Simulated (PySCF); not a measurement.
# Electron correlation in Br²⁺ (bromine, charge +2)

[Ar] 3d10 4s2 4p3, high-spin 4S determinant. Calculation: PySCF 2.14, in x2c-SVPall; scalar relativity by spin-free X2C-1e. Frozen: [Ar] 3d10; 5 electrons correlated.

MP2 pair energies summed by pair of shells (mhartree):

```
 pair  energy  share (%)
4s-4p  -40.24       65.5
4p-4p  -14.74       24.0
4s-4s   -6.47       10.5
```

Total MP2 correlation energy: -61.45 mhartree.

Same-spin part -16.36 and opposite-spin part -45.09 mhartree; SCS-MP2 scales them by 1/3 and 6/5 to -59.56 mhartree.

```json
{"level": "CCSD", "correlation energy (mhartree)": "-76.65"}
{"level": "(T)", "correlation energy (mhartree)": "-0.77"}
{"level": "CCSD(T)", "correlation energy (mhartree)": "-77.42"}
```

Diagnostics: T1 = 0.00089, D1 = 0.0022, largest double amplitude 0.058.

Q: Is a single reference adequate?

A: Yes, within this model without spin-orbit coupling: T1 lies below 0.03 and no double amplitude reaches 0.07.
